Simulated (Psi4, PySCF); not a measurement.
Psi4 was given this input:
```
memory 2 GB

molecule mol {
0 1
Ga    0.000000   -0.000000    0.000000
H     0.662182   -0.427565    1.353833
H    -0.300593    1.511378   -0.282030
H    -0.361589   -1.083813   -1.071803
}

set {
  basis 6-31g*
  reference rks
  scf_type pk
  puream true
  d_convergence 1e-8
  dft_radial_points 99
  dft_spherical_points 590
}

energy('r2scan')
print_variables()
```

Q: Give the equivalent PySCF input.

A: This is not unique; one that fits is 
```python
from pyscf import gto, scf, dft

mol = gto.Mole()
mol.atom = '''
    Ga    0.00000000   -0.00000000    0.00000000
    H     0.66218224   -0.42756453    1.35383279
    H    -0.30059287    1.51137788   -0.28202977
    H    -0.36158937   -1.08381336   -1.07180302
'''
mol.basis = '6-31g*'
mol.verbose = 4
mol.build()

mf = dft.RKS(mol)
mf.xc = 'r2scan'
mf.grids.atom_grid = (99, 590)
mf.grids.prune = None
mf.kernel()
```

Both were run: Psi4 gave -1926.315724 Eh and PySCF -1926.315860 Eh, 0.136 mEh apart.
